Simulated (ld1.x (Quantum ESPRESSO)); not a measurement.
## Configuration tests for calcium (TM)

ld1.x (Quantum ESPRESSO) 7.5 input, shortened:

```
&input
   title='Ca', zed=20., rel=2, dft='PBE', iswitch=3,
   config='[Ar] 3d0 4s0 4p0', rel_dist='average'
 /
 &inputp
   pseudotype=2, tm=.true., lloc=0,
   nlcc=.false.
 /
3
3P  2  1   6.00   0.00  1.90  1.90  0.0
3D  3  2   0.00   0.00  2.20  2.20  0.0
3S  1  0   2.00   0.00  1.15  1.15  0.0
 &test
   configts(1)='3s2 3p6 3d0 4s0 4p0'
 /
```

Open shells are filled in proportion to 2j + 1 (rel_dist='average').

Energies are relative to the spin-unpolarised reference configuration 3s2 3p6 3d0 4s0 4p0; without spin polarisation the order of configurations can differ from experiment. The frozen-core shift is the all-electron ΔE with the core orbitals held at their reference shape minus the fully relaxed ΔE.

| valence configuration | charge | ΔE all-electron (eV) | error AE − PS (meV) | frozen-core shift (meV) |
| --- | --- | --- | --- | --- |
| 3s2 3p6 3d0 4s1 4p0 | +1 | -11.821 | +37 | 0.0 |
| 3s2 3p6 3d0 4s1.5 4p0 | +0.5 | -15.626 | +45 | 0.0 |
| 3s2 3p6 3d0 4s0 4p2 | 0 | -13.179 | +15 | +0.1 |
| 3s2 3p6 3d1 4s0 4p0 | +1 | -10.441 | +22 | +0.4 |
| 3s1 3p6 3d0 4s2 4p0 | +1 | 36.099 | +146 | +2.3 |

Problem. What are ΔE and the potential's error for 3s2 3p6 3d0 4s2 4p0?

Solution. ΔE = -18.130 eV all-electron; the error (AE − PS) is +50 meV.

Problem. What are ΔE and the potential's error for 3s2 3p6 3d0.5 4s1.5 4p0?

Solution. ΔE = -17.077 eV all-electron; the error (AE − PS) is +37 meV.

Levels in the configuration 3s1 3p6 3d0 4s2 4p0:

```
   level  all-electron (eV)  pseudo (eV)
3s j=1/2            -61.698      -61.555
3p j=1/2            -42.400      -42.270
3p j=3/2            -41.981      -41.852
4s j=1/2            -10.915      -10.940
```
